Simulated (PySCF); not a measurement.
# Working out the excitation energy of Bi

Bi [Xe] 4f14 5d10 6s2 6p3 (4S) → Bi [Xe] 4f14 5d10 6s2 6p2 7s1 (4P). Computed with PySCF 2.14 in aug-cc-pVTZ-PP with ECP60MDF (6s5p4d2f, 55 functions), with a scalar-relativistic core potential. Frozen: 5s2 5p6 5d10. Energies in hartree (1 hartree = 27.21139 eV):

```
             part   Bi (lower)   Bi (upper)
              UHF  -213.594298  -213.402281
MP2 opposite-spin    -0.036046    -0.034065
    MP2 same-spin    -0.014729    -0.012948
```

**Question.** What does Hartree-Fock give?

**Answer.** (-213.402281) − (-213.594298) = 0.192017 hartree = 5.225 eV.

**Question.** What do MP2 and SCS-MP2 (6/5 opposite-spin, 1/3 same-spin) give?

**Answer.** The opposite-spin parts differ by 0.054 eV and the same-spin parts by 0.048 eV. MP2: 5.225 + (0.054) + (0.048) = 5.327 eV. SCS-MP2: 5.225 + 1.2 × (0.054) + (0.048)/3 = 5.306 eV.
